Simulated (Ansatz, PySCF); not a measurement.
Gas-phase reaction (SMILES): [OH][AlH2] + Cl (HCl) → [AlH2][Cl] + O (H2O); hydrogen chloride cleaves one Al-O bond, a model of a ligand-exchange step.

Geometries: B3LYP-D3(BJ)/def2-TZVP minima from Ansatz (a first-principles code), one conformer each, not searched for the lowest. Correlated levels leave the core frozen unless marked. No spin-orbit coupling. Non-relativistic. CBS marks a two-point X^-3 extrapolation of the correlation energy; Hartree-Fock from the larger set (for Q and 5 zeta extrapolated as (X+1)exp(-9√X)). Thermal terms are rigid-rotor harmonic-oscillator values from B3LYP-D3(BJ) frequencies (Ansatz or PySCF) at 298.15 K and 1 atm. 1 Eh = 627.5095 kcal/mol.

```
species     E, CCSD(T)/CBS(cc-pV(Q+d)Z,cc-pV(5+d)Z) (Ansatz) (Eh)  E, wB97M-V/def2-TZVPD (Ansatz) (Eh)  H - E (Eh)  G - E (Eh)
----------  -----------------------------------------------------  -----------------------------------  ----------  ----------
[OH][AlH2]                                             -319.02646                           -319.48942     0.03129     0.00261
Cl (HCl)                                               -460.37772                           -460.79070     0.01000    -0.01120
[AlH2][Cl]                                             -703.03884                           -703.85722     0.01898    -0.00978
O (H2O)                                                 -76.37670                            -76.43347     0.02495     0.00353
```

Problem. Work out ΔE and ΔH, ΔG, ΔS and the equilibrium constant at 298.15 K at the first level, then ΔH at the second.

Solution. 
1. ΔE = [(-703.03884) + (-76.37670)] - [(-319.02646) + (-460.37772)] = -0.01136 Eh = -7.1 kcal/mol at CCSD(T)/CBS(cc-pV(Q+d)Z,cc-pV(5+d)Z).
2. The terms H - E add up to 0.00264 Eh, so ΔH = (-0.01136 + (0.00264))×627.5095 = -5.5 kcal/mol.
3. The terms G - E add up to 0.00234 Eh, so ΔG = -5.7 kcal/mol, and ΔS = (0.00264 - (0.00234))×627509.5/298.15 = 0.6 cal/(mol K).
4. log10 K = -ΔG/(RT ln 10) = 4.2, with RT ln 10 = 1.3642 kcal/mol.
5. At wB97M-V/def2-TZVPD the same steps give ΔE = -6.6 and ΔH = -5.0 kcal/mol, a shift of +0.5 from the first level.
6. These values are not checked against measurement here, since the tables used lack a sound gas-phase enthalpy of formation for at least one species.
